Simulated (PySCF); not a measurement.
Here is a job for PySCF.
```python
from pyscf import gto, scf, dft

mol = gto.Mole()
mol.atom = '''
    S    -0.00036152   -0.00213359    0.10390253
    H    -0.03847239    1.00861520   -0.81100328
    H     0.04425671   -0.97447779   -0.85143727
'''
mol.basis = 'def2-tzvp'
mol.charge = 1
mol.spin = 1
mol.verbose = 4
mol.build()

mf = dft.UKS(mol)
mf.xc = 'pbe'
mf.kernel()
```

Task: Estimate the total energy that PBE/def2-TZVP in PySCF returns for this input.

Result: -398.8469 Eh

Task: What <S^2> does PBE/def2-TZVP give?

Result: 0.755

Task: What number of basis functions does PBE/def2-TZVP give?

Result: 49

Task: What HOMO energy does PBE/def2-TZVP give?

Result: -16.69 eV

Task: What is the computed Mulliken (on the basis functions themselves) charges in atom order (PBE/def2-TZVP)?

Result: S1 0.42, H2 0.29, H3 0.29

These values belong to the state on which the SCF converged, which isn't shown to be the lowest.
